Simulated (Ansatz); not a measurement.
Molecule: C₄H₂BrO, net charge 0, doublet state. It need not be the lowest isomer of its formula. SMILES: Brc1c[c]co1
Geometry: optimised at B3LYP-D3(BJ)/def2-TZVP (Ansatz, a first-principles code).

Property: atomisation energy (electronic, to ground-state atoms), in kcal/mol. Valence correlation only, unless marked. Open shells are spin-unrestricted. No spin-orbit coupling. Frozen are the shells of the preceding noble gas and the d and f shells that filled before the atom's block. Non-relativistic. The coupled-cluster limit lacks core correlation, which all-electron functionals hold. Basis-set limits of correlation are two-point, X^-3; Hartree-Fock from the larger set.

The UHF reference is spin-contaminated (<S^2> 0.36 over the pure value in the largest basis). 

| level | program | atomisation energy (kcal/mol) |
|---|---|---|
| PBE/def2-TZVPD | Ansatz | 878.4 |
| BLYP-D3(BJ)/def2-TZVPD | Ansatz + dftd3 | 839.0 |
| BLYP-D4/def2-TZVPD | Ansatz + dftd4 | 840.1 |
| PBE0-D3(BJ)/def2-TZVP | Ansatz + dftd3 | 852.7 |
| PBE0-D3(BJ)/def2-TZVPD | Ansatz + dftd3 | 852.7 |
| PBE0-D4/def2-TZVP | Ansatz + dftd4 | 852.8 |
| PBE0/def2-TZVPD | Ansatz | 848.5 |
| LC-wPBE-D4/def2-TZVPD | Ansatz + dftd4 | 845.1 |
| B2PLYP/def2-TZVPD | Ansatz | (withheld) |
| SCS-MP2/cc-pVDZ | Ansatz | 754.8 |
| SCS-MP2/cc-pVQZ | Ansatz | 819.1 |
| CCSD(T)/CBS(cc-pVTZ,cc-pVQZ) | Ansatz | 827.4 |

**Question.** Complete the blanks.

**Answer.** 
- B2PLYP/def2-TZVPD, atomisation energy (kcal/mol): 823.0
